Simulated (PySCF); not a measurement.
## How the method changes the constants of SrSb⁺

State: ³Σ⁻ (triplet), unpaired electrons π ↑↑. Set-up: PySCF, scalar-relativistic core potentials, basis sets Sr def2-SVP with ECP28, Sb def2-SVP with ECP28. De refers to Sr⁺ + Sb in their high-spin ground configurations, without counterpoise correction. The functionals are run spin-unrestricted. A positive dipole points towards Sb; it is taken about the centre of mass and depends on that origin.

| Level | Re (Å) | ωe (cm⁻¹) | De (eV) | μ (D) | CPU s a point (SCF and correlation, without the integrals) |
| --- | --- | --- | --- | --- | --- |
| ROHF | 3.209 | 152 | 0.032 | -13.77 | 0.099 |
| ROHF-MP2 | 3.188 | 149 | 0.63 | n/a | 0.21 |
| ROHF-SCS-MP2 | 3.203 | 145 | 0.63 | n/a | n/a |
| ROHF-CCSD | 3.239 | 131 | 0.70 | n/a | n/a |
| ROHF-CCSD(T) | 3.255 | 127 | 0.79 | n/a | 14 |
| PBE | 3.147 | 149 | 1.47 | -10.12 | 0.63 |
| PW91 | 3.140 | 151 | 1.52 | -10.18 | 0.47 |
| r²SCAN | 3.134 | 155 | 1.29 | -11.36 | 0.99 |
| TPSSh | 3.138 | 154 | 1.45 | -11.18 | 1.1 |
| PBE0 | 3.133 | 153 | 1.30 | -11.15 | 1 |
| BHandHLYP | 3.158 | 150 | 1.12 | -11.63 | 0.57 |
| LC-ωPBE | 3.096 | 167 | 1.14 | -13.02 | 0.96 |

The bond length runs from 3.096 Å (LC-ωPBE) to 3.255 Å (ROHF-CCSD(T)). De spans 0.03 eV (ROHF, mean field) to 1.52 eV (PW91, GGA). Correlation at CCSD(T) changes the Hartree–Fock bond energy by +0.76 eV; the triples alone change it by +0.09 eV.

Correlated steps freeze 4 core orbitals. Correlated levels converge slowly with the basis: in double zeta they bind strong bonds too weakly, by up to about 1 eV, and carry superposition errors of some tenths. These are scalar-relativistic numbers at best; spin–orbit coupling would shift them, the dissociation energy most. For an ion De counts to the pair picked by the measured ionisation energies or electron affinities, which need not be the lowest pair at this level. The state was picked by a PBE0 search and need not be the measured ground state.

The whole job (state search and all levels along the bond) took about 3.9 min on 1 thread of Arm Neoverse V1 (shared host), peak memory 0.58 GiB.
